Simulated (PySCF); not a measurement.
# Molecular orbitals of CaSi⁻

PBE0 at R = 2.945 Å; Ca aug-pcseg-1, Si aug-pcseg-1; no relativity (PySCF 2.14). State: ⁴Σ⁻ (quartet), unpaired electrons σ ↑, π ↑↑. Only the outer orbitals are listed, counted within each symmetry.

```json
{"spin": "α", "orbital": "3π", "occ.": "1", "ε (eV)": "-26.05", "on Ca (%)": "100", "main shells (%)": "100 Ca p"}
{"spin": "α", "orbital": "3π", "occ.": "1", "ε (eV)": "-26.05", "on Ca (%)": "100", "main shells (%)": "100 Ca p"}
{"spin": "α", "orbital": "8σ", "occ.": "1", "ε (eV)": "-26.00", "on Ca (%)": "100", "main shells (%)": "100 Ca p"}
{"spin": "α", "orbital": "9σ", "occ.": "1", "ε (eV)": "-7.97", "on Ca (%)": "10", "main shells (%)": "90 Si s"}
{"spin": "α", "orbital": "10σ", "occ.": "1", "ε (eV)": "-1.64", "on Ca (%)": "33", "main shells (%)": "65 Si p, 29 Ca s"}
{"spin": "α", "orbital": "4π", "occ.": "1", "ε (eV)": "-1.02", "on Ca (%)": "8", "main shells (%)": "92 Si p"}
{"spin": "α", "orbital": "4π", "occ.": "1", "ε (eV)": "-1.02", "on Ca (%)": "8", "main shells (%)": "92 Si p"}
{"spin": "α", "orbital": "11σ", "occ.": "1", "ε (eV)": "-0.02", "on Ca (%)": "90", "main shells (%)": "63 Ca s, 22 Ca p, 8 Si p"}
{"spin": "α", "orbital": "5π", "occ.": "0", "ε (eV)": "2.10", "on Ca (%)": "110", "main shells (%)": "99 Ca p, 10 Ca d"}
{"spin": "α", "orbital": "5π", "occ.": "0", "ε (eV)": "2.10", "on Ca (%)": "110", "main shells (%)": "99 Ca p, 10 Ca d"}
{"spin": "α", "orbital": "12σ", "occ.": "0", "ε (eV)": "2.15", "on Ca (%)": "102", "main shells (%)": "99 Ca s"}
{"spin": "β", "orbital": "3π", "occ.": "1", "ε (eV)": "-25.98", "on Ca (%)": "100", "main shells (%)": "100 Ca p"}
{"spin": "β", "orbital": "3π", "occ.": "1", "ε (eV)": "-25.98", "on Ca (%)": "100", "main shells (%)": "100 Ca p"}
{"spin": "β", "orbital": "8σ", "occ.": "1", "ε (eV)": "-25.81", "on Ca (%)": "100", "main shells (%)": "100 Ca p"}
{"spin": "β", "orbital": "9σ", "occ.": "1", "ε (eV)": "-5.61", "on Ca (%)": "17", "main shells (%)": "83 Si s, 8 Ca s"}
{"spin": "β", "orbital": "10σ", "occ.": "1", "ε (eV)": "-0.36", "on Ca (%)": "88", "main shells (%)": "86 Ca s, 14 Si p"}
{"spin": "β", "orbital": "11σ", "occ.": "0", "ε (eV)": "1.77", "on Ca (%)": "57", "main shells (%)": "32 Si p, 26 Ca s, 26 Ca p"}
{"spin": "β", "orbital": "4π", "occ.": "0", "ε (eV)": "1.91", "on Ca (%)": "64", "main shells (%)": "60 Ca p, 36 Si p"}
{"spin": "β", "orbital": "4π", "occ.": "0", "ε (eV)": "1.91", "on Ca (%)": "64", "main shells (%)": "60 Ca p, 36 Si p"}
```

Which are the highest filled and the lowest empty level, where do they sit, and how wide is the gap?

Highest filled α 11σ at -0.02 eV (in %: 63 Ca s, 22 Ca p, 8 Si p); lowest empty β 11σ at 1.77 eV (in %: 32 Si p, 26 Ca s, 26 Ca p); the gap at PBE0 is 1.79 eV. An empty level above zero is unbound, and its energy depends on the basis.

* bond order (Mayer): 0.89
* ⟨S²⟩: 3.757
* charge on Ca (Mulliken, basis-dependent): -0.53
* charge on Ca (Löwdin, basis-dependent): -0.26
* dipole moment (positive dipole points towards Si; it is taken about the centre of mass and depends on that origin): 0.47 D
* polarisability along the bond: 546.0 bohr³
* polarisability across the bond: 373.4 bohr³

Shares are Mulliken populations and can fall outside 0 to 100 %.

The state was picked by a PBE0 search and need not be the measured ground state.
